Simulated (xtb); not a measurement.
F6W, charge +1, doublet, at a GFN2-xTB geometry (such geometries of metal compounds can be far from the true shape) (the multiplicity is a formal guess), atoms displaced at random by about 0.02 Å a coordinate; GFN2-xTB run with xtb 6.7.1.

The xtb input:
```
$ xtb mol.xyz --gfn 2 --chrg 1 --uhf 1 --opt tight --json

# file mol.xyz
7

W      0.04134746     0.00979176    -0.00258571
F      1.09903162    -0.46300591    -1.40657069
F     -1.12213228     0.45585455     1.40252671
F     -1.18814048     0.78311140    -1.17657887
F     -0.88683176    -1.57535904    -0.19878820
F      0.86596966     1.62870777     0.16967660
F      1.18963631    -0.79559766     1.21634998
```

Output, abridged:

```
   ID    Z sym.   atoms
    1   74 W      1
    2    9 F      2-7

           -------------------------------------------------
          |                Calculation Setup                |
           -------------------------------------------------

           -------------------------------------------------
          |                 G F N 2 - x T B                 |
           -------------------------------------------------

          ...................................................
          :                      SETUP                      :
          :.................................................:
          :  # basis functions                  34          :
          :  # atomic orbitals                  33          :
          :  # shells                           15          :
          :  # electrons                        47          :
          :  max. iterations                   250          :
          :  Hamiltonian                  GFN2-xTB          :
          :  restarted?                      false          :
          :  GBSA solvation                  false          :
          :  PC potential                    false          :
          :  electronic temp.          300.0000000     K    :
          :  accuracy                    1.0000000          :
          :  -> integral cutoff          0.2500000E+02      :
          :  -> integral neglect         0.1000000E-07      :
          :  -> SCF convergence          0.1000000E-05 Eh   :
          :  -> wf. convergence          0.1000000E-03 e    :
          :  Broyden damping             0.4000000          :
          :  net charge                          1          :
          :  unpaired electrons                  1          :
          ...................................................

 iter      E             dE          RMSdq      gap      omega  full diag
   1    -25.3591091 -0.253591E+02  0.159E+01    1.97       0.0  T
   2    -25.3750931 -0.159840E-01  0.216E+01   15.86       1.0  T
   3    -29.3025362 -0.392744E+01  0.133E+01    7.65       1.0  T
   4    -29.2565348  0.460014E-01  0.135E+01    7.69       1.0  T
   5    -29.2563402  0.194578E-03  0.135E+01    7.69       1.0  T
   6    -29.2256099  0.307304E-01  0.135E+01    7.55       1.0  T
   7    -29.4108205 -0.185211E+00  0.129E+01    7.39       1.0  T
   8    -29.9918655 -0.581045E+00  0.967E+00    6.26       1.0  T
   9    -30.3427050 -0.350840E+00  0.681E+00    5.49       1.0  T
  10    -30.5486429 -0.205938E+00  0.471E+00    5.41       1.0  T
  11    -30.3566753  0.191968E+00  0.570E+00    6.43       1.0  T
  12    -30.4298441 -0.731688E-01  0.474E+00    6.29       1.0  T
  13    -30.5382459 -0.108402E+00  0.345E+00    6.24       1.0  T
  14    -30.5445800 -0.633411E-02  0.296E+00    7.07       1.0  T
  15    -30.5455136 -0.933531E-03  0.315E+00    6.58       1.0  T
  16    -30.5439309  0.158269E-02  0.315E+00    6.34       1.0  T
  17    -30.6063357 -0.624048E-01  0.200E+00    6.74       1.0  T
  18    -30.5924735  0.138622E-01  0.218E+00    6.60       1.0  T
  19    -30.6104457 -0.179722E-01  0.171E+00    6.90       1.0  T
  20    -30.6294301 -0.189844E-01  0.116E+00    6.90       1.0  T
  21    -30.6309309 -0.150080E-02  0.110E+00    6.92       1.0  T
  22    -30.6256265  0.530436E-02  0.127E+00    7.02       1.0  T
  23    -30.6241713  0.145529E-02  0.128E+00    6.88       1.0  T
  24    -30.6362006 -0.120293E-01  0.856E-01    7.05       1.0  T
  25    -30.6362471 -0.465068E-04  0.854E-01    7.05       1.0  T
  26    -30.6374336 -0.118649E-02  0.760E-01    7.04       1.0  T
  27    -30.6376339 -0.200298E-03  0.746E-01    7.09       1.0  T
  28    -30.6422334 -0.459956E-02  0.189E-01    7.07       1.0  T
  29    -30.6422982 -0.647969E-04  0.164E-01    7.08       1.0  T
  30    -30.6422169  0.812844E-04  0.189E-01    7.08       1.0  T
  31    -30.6422146  0.229518E-05  0.181E-01    7.09       1.0  T
  32    -30.6424523 -0.237627E-03  0.944E-02    7.09       1.0  T
  33    -30.6424503  0.194890E-05  0.957E-02    7.09       1.0  T
  34    -30.6424944 -0.440993E-04  0.741E-02    7.09       1.0  T
  35    -30.6425274 -0.329440E-04  0.452E-02    7.09       1.0  T
  36    -30.6425409 -0.135161E-04  0.295E-02    7.09       1.3  T
  37    -30.6425461 -0.518135E-05  0.198E-02    7.09       1.9  T
  38    -30.6425503 -0.421048E-05  0.716E-03    7.09       5.3  T
  39    -30.6425502  0.260839E-07  0.801E-03    7.09       4.7  T
  40    -30.6425504 -0.189777E-06  0.555E-03    7.09       6.8  T
  41    -30.6425505 -0.103480E-06  0.455E-03    7.09       8.3  T
  42    -30.6425507 -0.180001E-06  0.168E-03    7.09      22.4  T
  43    -30.6425507 -0.254641E-07  0.759E-04    7.09      49.8  T
  44    -30.6425507 -0.490383E-08  0.350E-04    7.09     108.1  T

   *** convergence criteria satisfied after 44 iterations ***

         :::::::::::::::::::::::::::::::::::::::::::::::::::::
         ::                     SUMMARY                     ::
         :::::::::::::::::::::::::::::::::::::::::::::::::::::
         :: total energy             -30.618597596814 Eh    ::
         :: gradient norm              0.006618949410 Eh/a0 ::
         :: HOMO-LUMO gap              7.092192065657 eV    ::
         ::.................................................::
         :: SCC energy               -30.642549355358 Eh    ::
         :: -> isotropic ES           -0.174693077090 Eh    ::
         :: -> anisotropic ES          0.001568794711 Eh    ::
         :: -> anisotropic XC         -0.000990687321 Eh    ::
         :: -> dispersion             -0.003898419852 Eh    ::
         :: repulsion energy           0.023951758544 Eh    ::
         :: add. restraining           0.000000000000 Eh    ::
         :: total charge               1.000000000000 e     ::
         :::::::::::::::::::::::::::::::::::::::::::::::::::::

      -----------------------------------------------------------
     |                   =====================                   |
[...]
 * total energy  :   -30.6185976 Eh     change       -0.1353669E-08 Eh
 * total energy  :   -30.6187251 Eh     change       -0.1275518E-03 Eh
 * total energy  :   -30.6187830 Eh     change       -0.5784287E-04 Eh
 * total energy  :   -30.6188051 Eh     change       -0.2206240E-04 Eh
 * total energy  :   -30.6188384 Eh     change       -0.3338458E-04 Eh
 * total energy  :   -30.6188502 Eh     change       -0.1174394E-04 Eh
 * total energy  :   -30.6188579 Eh     change       -0.7702767E-05 Eh
 * total energy  :   -30.6188638 Eh     change       -0.5869338E-05 Eh
 * total energy  :   -30.6188719 Eh     change       -0.8135396E-05 Eh
 * total energy  :   -30.6188729 Eh     change       -0.9956695E-06 Eh
   *** GEOMETRY OPTIMIZATION CONVERGED AFTER 10 ITERATIONS ***
[...]

 iter      E             dE          RMSdq      gap      omega  full diag
   1    -30.6421928 -0.306422E+02  0.559E-04    7.13       0.0  T
   2    -30.6421928  0.329526E-07  0.216E-03    7.13      17.5  T
   3    -30.6421928 -0.308977E-07  0.812E-04    7.13      46.5  T
   4    -30.6421928 -0.313082E-08  0.213E-04    7.13     177.7  T

   *** convergence criteria satisfied after 4 iterations ***

         :::::::::::::::::::::::::::::::::::::::::::::::::::::
         ::                     SUMMARY                     ::
         :::::::::::::::::::::::::::::::::::::::::::::::::::::
         :: total energy             -30.618872890900 Eh    ::
         :: gradient norm              0.000225617871 Eh/a0 ::
         :: HOMO-LUMO gap              7.128834081371 eV    ::
         ::.................................................::
         :: SCC energy               -30.642191456776 Eh    ::
         :: -> isotropic ES           -0.175030462929 Eh    ::
         :: -> anisotropic ES          0.001597757097 Eh    ::
         :: -> anisotropic XC         -0.000979367186 Eh    ::
         :: -> dispersion             -0.003897154219 Eh    ::
         :: repulsion energy           0.023318565877 Eh    ::
         :: add. restraining           0.000000000000 Eh    ::
         :: total charge               1.000000000000 e     ::
         :::::::::::::::::::::::::::::::::::::::::::::::::::::

           -------------------------------------------------
          |                Property Printout                |
           -------------------------------------------------

    * Orbital Energies and Occupations

         #    Occupation            Energy/Eh            Energy/eV
      -------------------------------------------------------------
         1        2.0000           -1.2727162             -34.6324
       ...           ...                  ...                  ...
        12        2.0000           -0.8215335             -22.3551
        13        2.0000           -0.8215057             -22.3543
        14        1.9999           -0.8160464             -22.2058
        15        1.9999           -0.8160407             -22.2056
        16        1.9994           -0.8145508             -22.1651
        17        1.9994           -0.8145127             -22.1640
        18        1.9994           -0.8145081             -22.1639
        19        1.9882           -0.8116449             -22.0860
        20        1.9882           -0.8116430             -22.0859
        21        1.9880           -0.8116297             -22.0856
        22        1.6793           -0.8081534             -21.9910
        23        1.6793           -0.8081532             -21.9910
        24        1.6791           -0.8081523             -21.9909 (HOMO)
        25                         -0.5461724             -14.8621 (LUMO)
        26                         -0.5460460             -14.8587
        27                         -0.5460281             -14.8582
        28                         -0.0578262              -1.5735
        29                         -0.0564166              -1.5352
        30                          0.0702082               1.9105
        31                          0.0703021               1.9130
        32                          0.0703777               1.9151
        33                          0.1307439               3.5577
      -------------------------------------------------------------
                  HL-Gap            0.2619798 Eh            7.1288 eV
             Fermi-level           -0.7423013 Eh          -20.1990 eV

     #   Z          covCN         q      C6AA      α(0)
     1  74 W        4.554     2.051   296.377    37.970
     2   9 F        0.759    -0.176    10.989     3.915
     3   9 F        0.759    -0.176    10.989     3.915
     4   9 F        0.759    -0.174    10.978     3.913
     5   9 F        0.759    -0.175    10.981     3.914
     6   9 F        0.759    -0.175    10.986     3.915
     7   9 F        0.759    -0.176    10.991     3.916

 Mol. C6AA /au·bohr⁶  :       1303.479771
 Mol. C8AA /au·bohr⁸  :      86617.654272
 Mol. α(0) /au        :         61.458274

Wiberg/Mayer (AO) data.
largest (>0.10) Wiberg bond orders for each atom

 ---------------------------------------------------------------------------
     #   Z sym  total        # sym  WBO       # sym  WBO       # sym  WBO
 ---------------------------------------------------------------------------
     1  74 W    5.072 --     7 F    0.847     2 F    0.846     6 F    0.846
                             3 F    0.846     5 F    0.844     4 F    0.843
     2   9 F    1.141 --     1 W    0.846
     3   9 F    1.140 --     1 W    0.846
     4   9 F    1.139 --     1 W    0.843
     5   9 F    1.139 --     1 W    0.844
     6   9 F    1.141 --     1 W    0.846
     7   9 F    1.141 --     1 W    0.847
 ---------------------------------------------------------------------------

Topologies differ in total number of bonds
Writing topology from bond orders to xtbtopo.mol

molecular dipole:
                 x           y           z       tot (Debye)
 q only:        0.002       0.012       0.002
   full:        0.004       0.012       0.003       0.032
molecular quadrupole (traceless):
                xx          xy          yy          xz          yz          zz
 q only:       -0.000       0.002       0.004       0.005      -0.002      -0.003
  q+dip:       -0.000       0.001       0.001       0.002      -0.000      -0.001
   full:       -0.000       0.000       0.001       0.001       0.000      -0.001

optimized geometry written to: xtbopt.xyz

           -------------------------------------------------
          | TOTAL ENERGY              -30.618872890900 Eh   |
          | GRADIENT NORM               0.000225617871 Eh/α |
          | HOMO-LUMO GAP               7.128834081371 eV   |
           -------------------------------------------------

normal termination of xtb
```
